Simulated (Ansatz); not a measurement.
This geometry of BrH + ClF4HOW (10 atoms, charge 0, multiplicity 1) is a first-order saddle point.

The calculation used Ansatz, RKS PBE/def2-SVP.

```xyz
10
Properties=species:S:1:pos:R:3
W 0.089 -0.002 -0.153
Cl 0.643 -0.665 2.338
O 1.927 -0.269 -0.233
H 2.582 -0.066 0.467
F -0.079 1.558 -1.171
F -1.397 0.690 0.737
F -0.736 -1.656 0.135
F 0.001 -0.707 -1.886
Br 1.233 2.288 1.452
H 1.049 0.947 2.340
```

Question: Which two structures does it join? (They come from a converged band through this point; their orientation in space is the band's.)

Answer: Bonds broken: W1–Cl2, Br9–H10. Bonds formed: W1–Br9, Cl2–H10. BrH + ClF4HOW becomes BrF4HOW + ClH.

First end point:

```xyz
10
Properties=species:S:1:pos:R:3
W -0.267 -0.151 -0.214
Cl -0.261 0.524 2.065
O 1.533 0.225 -0.241
H 2.337 0.554 0.253
F -0.726 1.574 -0.781
F -2.093 -0.449 0.079
F 0.018 -1.940 0.256
F -0.377 -0.700 -1.996
Br 3.278 1.347 2.131
H 1.872 1.134 2.475
```

Last end point:

```xyz
10
Properties=species:S:1:pos:R:3
W -0.280 -0.135 -0.213
Cl 3.261 1.218 1.977
O 1.517 0.227 -0.234
H 2.323 0.536 0.280
F -0.731 1.579 -0.819
F -2.101 -0.408 0.132
F -0.005 -1.923 0.275
F -0.418 -0.716 -1.985
Br -0.254 0.628 2.219
H 2.001 1.111 2.395
```

Question: How far does it lie above each of them?

Answer: 0.95 eV above the first and 0.91 eV above the second. This is the barrier of this one path; another mechanism may lie lower. The orbitals stay closed-shell, which can raise the energy where a bond breaks towards radicals; this wasn't checked here.

Run time: 5.5 min on 4 threads of Arm Neoverse V2, on a shared host, peak memory 0.29 GiB.
